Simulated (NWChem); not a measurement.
Spin states of bromine (Br2)

```xyz
2

Br     0.0000     0.0000     1.1492
Br     0.0000     0.0000    -1.1492
```
Charge 0, spin multiplicity 1.

Program: NWChem. Structure: optimised with PBE0/def2-SVP, a minimum by its harmonic frequencies.

Basis set: def2-TZVP. The gap is E(triplet) − E(singlet) at the geometry of the singlet, so a negative value puts the higher spin lower. Open shells are unrestricted, and the singlet is the closed-shell solution. The triplet is the single determinant that the SCF runs reached, with unpaired electrons in orbitals of symmetry b1u and b3g (D2h labels); it need not be the lowest triplet, which in molecules with degenerate π orbitals can need several determinants.

The Hamiltonian is non-relativistic. The correlated methods keep 18 core orbitals frozen. B3LYP has NWChem's definition, with VWN1-RPA local correlation. No SCF solution was tested for a lower state.

Task: Order these methods by the vertical singlet-triplet gap they give, lowest first: M06-2X, B3LYP, PBE, B2PLYP.

Result: PBE (47.8 kcal/mol), B3LYP (50.2 kcal/mol), B2PLYP (52.6 kcal/mol), M06-2X (56.2 kcal/mol)
